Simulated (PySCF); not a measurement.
Level of theory: PBE-D3(BJ)/def2-TZVP // B3LYP-D3(BJ)/def2-TZVP (PySCF). Isolated molecules, 0 K electronic values unless said otherwise. 

Reference species (SMILES): `[Cl][Sn]([Cl])([Cl])[Cl]` (neutral, multiplicity 1).

- LUMO: -4.29 eV
- HOMO: -8.31 eV

Changed species: `[SnH4]` (4 of 4 Cl replaced by H; the reference has 0 of 4 Cl replaced by H).

### Question
Give the shifts of the LUMO and HOMO.

### Answer
the LUMO increases by 3.96 eV, to -0.33 eV; the HOMO rises by 0.38 eV, to -7.93 eV.
